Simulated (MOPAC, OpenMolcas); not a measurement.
## InNH4 (SMILES [NH2][InH2]): the dipole moment, rung by rung

InNH4: 6 atoms, total charge 0, spin state singlet. As SMILES, `[NH2][InH2]`. Geometry: relaxed at PBE0-D4/def2-TZVP.

Each level gives the dipole moment (D). The values are calculated.

| level | kind | program | value (D) | CPU time |
| --- | --- | --- | --- | --- |
| PM3 | semi-empirical | MOPAC | 2.99 | under 2 s |
| SVWN5/def2-SVP (core potential) | LDA | OpenMolcas | 1.11 | 8.9 s |
| BLYP/def2-SVP (core potential) | GGA | OpenMolcas | 1.06 | 12 s |
| M06-L/def2-SVP (core potential) | meta-GGA | OpenMolcas | ? | 16 s |
| TPSS/def2-SVP (core potential) | meta-GGA | OpenMolcas | ? | 15 s |
| r2SCAN/def2-SVP (core potential) | meta-GGA | OpenMolcas | 0.85 | 15 s |
| M06-2X/def2-SVP (core potential) | hybrid meta-GGA | OpenMolcas | 0.63 | 12 s |

**Question.** Estimate what the levels marked ? give.

**Answer.** As computed at these levels: M06-L/def2-SVP (core potential): 0.73 D; TPSS/def2-SVP (core potential): 0.97 D. The values span 0.63 to 2.99 D. Magnitudes only: a small dipole may point the other way at some levels. CPU times are rough (shared hosts, several kinds of processor): they show what a rung costs within a factor of a few.
